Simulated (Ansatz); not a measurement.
Gas-phase electronic energies from Ansatz, PBE0-D4/def2-TZVP geometries. CCSD(T)/CBS is the MP2 limit (def2-TZVPP, def2-QZVPP) plus CCSD(T) − MP2 in def2-TZVPP, frozen cores. DFT in def2-TZVPP. B3LYP here is the variant with VWN-RPA as its local correlation; programs differ in this. No spin–orbit coupling; open shells (•) take unrestricted orbitals. Spin–orbit coupling would lower the free atoms: strongly for I. Elements past krypton have def2 core potentials. Bonds to I are less sure, by a few kJ/mol each and by 10 to 20 or more in all where they break to atoms, as the def2 sets lack core-valence functions. Each species was taken in one conformer, which may not be the lowest.

Reaction (homolysis of the I–Si bond): `[SiH3]C[SiH2]I` → I• + `[SiH2]C[SiH3]`•

```json
{"level": "B3LYP-D4", "ΔE (kcal/mol)": "80.7"}
{"level": "SCS-MP2/def2-TZVPP", "ΔE (kcal/mol)": "84.6"}
{"level": "CCSD(T)/def2-TZVPP", "ΔE (kcal/mol)": "82.4"}
{"level": "CCSD/CBS(def2)", "ΔE (kcal/mol)": "85.4"}
```

(1) What does CCSD(T)/CBS give? (Estimate.)

Largest T1 diagnostic among the species: 0.013.

## Answers

(1) Ansatz gave: +88.0 kcal/mol. The listed levels differ from it by -7.3, -3.4, -5.6, -2.6 kcal/mol.

In def2-TZVPP, CCSD(T) changes the Hartree–Fock value by +23.6 kcal/mol (the triples alone add +2.6 kcal/mol) and MP2 by +28.8 kcal/mol; breaking electron pairs costs correlation energy, which Hartree–Fock lacks. The D4 term adds +2.8 kcal/mol with B3LYP and +1.5 kcal/mol with PBE0; it sums over pairs of atoms, weighted by their polarisabilities, and B3LYP, whose exchange is more repulsive, gets the larger term.

CCSD(T)/CBS has its own doubt, a few kJ/mol and more with outer-core shells, so smaller differences from it don't rank the levels.
